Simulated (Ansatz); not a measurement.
Basis-set series for CH$_{6}$BClSi (`BC[SiH2]Cl`). Total charge 0; spin multiplicity 1. The geometry is a stationary point of PBE0-D4/def2-TZVP. It is one conformer, not always the lowest.

```tsv
functional	basis	functions	energy (Eh)	HOMO (eV)	LUMO (eV)
PBE0-D4	def2-SVP	94	-815.64731	-8.74	-1.69
PBE0-D4	def2-TZVPP	230	-815.98298	-8.84	-1.78
ωB97M-V	def2-SVP	94	-815.91041	-10.91	0.34
ωB97M-V	def2-TZVPP	230	-816.25108	-11.05	0.12
```

(1) Give the rows for def2-QZVPP. (Best estimate.)

Answers

(1) Computed: 
```tsv
functional	basis	functions	energy (Eh)	HOMO (eV)	LUMO (eV)
PBE0-D4	def2-QZVPP	434	-816.01062	-8.85	-1.81
ωB97M-V	def2-QZVPP	434	-816.27713	-11.07	0.04
```

Positive LUMOs are unbound and depend on the basis.
